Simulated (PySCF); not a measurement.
A structure optimised at r2SCAN-D4/def2-TZVP, used in a PySCF frequency run:

```
Be
C 1 1.6807
H 2 1.0958 1 112.28
H 2 1.0958 3 106.53 1 -123.29
H 2 1.0958 3 106.53 4 -113.42
C 1 1.6807 3 154.18 2 -180.00
H 6 1.0958 1 112.28 3 -180.00
H 6 1.0958 7 106.53 1 123.29
H 6 1.0958 7 106.53 8 113.42
```
Charge 0, spin multiplicity 1.

### Question
Write its SMILES, formula and point group.

### Answer
[CH3][Be][CH3], C2H6Be, D3d

### Question
What are its rotational constants (standard atomic weights)?

### Answer
81.264, 5.1815, 5.1815 GHz
